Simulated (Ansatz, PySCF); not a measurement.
This PySCF input computes a CCSD(T)/cc-pVDZ energy:

```python
from pyscf import gto, scf, mp, cc as ccmod

mol = gto.M(
    atom='''
    B    -0.00000000   -0.00000000   -0.73477070
    N     0.00000000    0.00000000    0.57007214
    H    -0.00000000   -0.00000000   -1.90320192
    H     0.00000000    0.00000000    1.58655045
    ''',
    basis='cc-pvdz',
    charge=1,
    spin=1,
    symmetry='C2v',
    verbose=4,
)

mf = scf.UHF(mol)
mf.conv_tol = 1e-10
mf.max_cycle = 100
mf.kernel()
mp2 = mp.MP2(mf, frozen=2).run()
cc = ccmod.CCSD(mf, frozen=2)
cc.max_cycle = 100
cc.kernel()
et = cc.ccsd_t()
print(f'E(CCSD(T)) = {cc.e_tot + et:.9f}')
```

### Question
Write an input for the same energy in Ansatz (an electronic-structure program) and say what it gives.

### Answer

Ansatz 0.2 input:
```yaml
crystal:
  periodic: [false, false, false]
  atoms:
    - {symbol: B, position_ang: [-0.00000000, -0.00000000, -0.73477070]}
    - {symbol: N, position_ang: [0.00000000, 0.00000000, 0.57007214]}
    - {symbol: H, position_ang: [-0.00000000, -0.00000000, -1.90320192]}
    - {symbol: H, position_ang: [0.00000000, 0.00000000, 1.58655045]}
basis:
  gaussian:
    orbitals: cc-pVDZ
total_charge: 1
magnetization: {spin_polarized: true, initial_magnetization: 1}
correlation: {method: ccsd_t, electrons: outside_noble_gas}
```
It gives -80.17609 Eh, and PySCF -80.17609 Eh, a difference of 0.00 mEh.
